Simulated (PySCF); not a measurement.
silicon monoxide (OSi), singlet, at a GFN2-xTB geometry, atoms displaced at random by about 0.05 Å a coordinate.

PySCF was given this input:
```python
from pyscf import gto, scf, dft
from pyscf.geomopt import geometric_solver

mol = gto.Mole()
mol.atom = '''
    Si   -0.012009    0.027760   -0.534690
    O     0.057002   -0.055528    0.904497
'''
mol.basis = '6-31g**'
mol.charge = 0
mol.spin = 0
mol.verbose = 3
mol.build()

def method(m):
    mf = dft.RKS(m)
    mf.xc = 'pbe'
    return mf

conv, mol_eq = geometric_solver.kernel(method(mol), maxsteps=100)
print('optimisation converged:', conv)
print(mol_eq.tostring(format='xyz'))
mf = method(mol_eq)
mf.kernel()
```

### Question
What is the computed HOMO energy (PBE/6-31G** in PySCF)?

### Answer
-7.27 eV

### Question
Give the HOMO-LUMO gap at the level PBE/6-31G**.

### Answer
4.66 eV

### Question
Give the dipole moment at the level PBE/6-31G**.

### Answer
2.36 D

### Question
Give the nuclear repulsion energy at the level PBE/6-31G**.

### Answer
38.4250 Eh
